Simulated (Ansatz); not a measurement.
A run for Ansatz (an electronic-structure program): R-B3LYP/def2-TZVPP on CH5BFN (SMILES CNBF).

Ansatz 0.2 input:
```yaml
crystal:
  periodic: [false, false, false]
  atoms:
    - {symbol: C, position_ang: [-1.15054936, -0.14190173, 0.07982839]}
    - {symbol: N, position_ang: [0.16287645, 0.47459495, 0.13299757]}
    - {symbol: B, position_ang: [1.36943595, -0.13338010, -0.19098057]}
    - {symbol: F, position_ang: [2.50952041, 0.57450356, -0.09000417]}
    - {symbol: H, position_ang: [-1.81100208, 0.38059367, -0.61685184]}
    - {symbol: H, position_ang: [-1.04782429, -1.17174302, -0.25849872]}
    - {symbol: H, position_ang: [-1.62857278, -0.15296614, 1.06265114]}
    - {symbol: H, position_ang: [0.17114231, 1.43738089, 0.43778470]}
    - {symbol: H, position_ang: [1.42497343, -1.26708206, -0.55692650]}
basis:
  gaussian:
    orbitals: def2-TZVPP
hamiltonian:
  xc: {name: B3LYP}
scf: {lower_state_search: off}
```

Program output:

```
WARN ansatz: RAYON_NUM_THREADS=1 ignored (pool sized by the plan → 1); use --threads N
Functional definition: B3LYP
these checks for a lower state are left out or cut short: stability, starts, cluster_reference, orbital_swaps, neighbouring_geometries, increment
integrals: 0.08 GiB planned
955 factors; their error is unknown
mean field: 0.82 GiB planned
mean field evaluation 1: about -5998.9162 eV, gradient 6.5e1 eV
mean field evaluation 2: about -5988.9164 eV, gradient 9.2e1 eV
mean field evaluation 4: about -6007.1249 eV, gradient 5.6e0 eV
mean field evaluation 8: about -6007.1725 eV, gradient 1.5e-1 eV
mean field evaluation 16: about -6007.1770 eV, gradient 3.2e-5 eV
mean field -6007.17695138 eV, -220.7596811526 hartree, gradient 1.8e-6 eV, S^2 0.000000; 0 other end points of the search recorded, 0 dependent functions left out
reference -6007.17720057 eV, -220.7596903101 hartree; 16, 16 occupied and 178, 178 virtual orbitals, 955 factors
Total energy: -6007.17720057 eV, -220.7596903101 hartree
Checks for a lower state left out: stability, starts, cluster_reference, orbital_swaps, neighbouring_geometries, increment
```

The calculation finished and met its thresholds.

Cost: about 2.6 core-seconds (a rough figure).
